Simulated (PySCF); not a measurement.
C₄H₅ClSi, SMILES [SiH2]1C=CC(Cl)=C1. Heavy atoms are numbered as in [Cl:1][C:2]1=[CH:3][SiH2:4][CH:5]=[CH:6]1. Hydrogens are named by the atom that carries them.

Geometry: r2SCAN-D4/def2-SVP.

Method: B3LYP/pcSseg-1 (PySCF).

GIAO shieldings, no solvent; atoms alike by connectivity are averaged. δ = σ(ref) − σ: ³⁵Cl against HCl (σ = 933.3 ppm); ¹³C against TMS (σ = 181.3 ppm); ²⁹Si against TMS (σ = 338.7 ppm); ¹H against TMS (σ = 31.68 ppm), references at their B3LYP-D3(BJ)/def2-TZVP geometries, non-relativistic (without spin–orbit terms, shifts of atoms bonded to Cl or Br come out too high).

| atoms | nucleus | count | δ (ppm) |
|---|---|---|---|
| Cl1 | ³⁵Cl | 1 | (withheld) |
| C2 | ¹³C | 1 | 165.9 |
| C6 (CH) | ¹³C | 1 | (withheld) |
| C5 (CH) | ¹³C | 1 | (withheld) |
| C3 (CH) | ¹³C | 1 | 126.6 |
| Si4 (SiH2) | ²⁹Si | 1 | (withheld) |
| H on C6 | ¹H | 1 | 7.16 |
| H on C5 | ¹H | 1 | 6.65 |
| H on C3 | ¹H | 1 | 6.23 |
| H on Si4 | ¹H | 2 | (withheld) |

Task: Some entries are withheld; supply them. (Estimate from the structure and the level; the computed values follow.)

Result: 
- C6 (CH), δ (ppm): 164.2
- H on Si4, δ (ppm): 4.91
- Si4 (SiH2), δ (ppm): -42.5
- C5 (CH), δ (ppm): 139.2
- Cl1, δ (ppm): 298.8
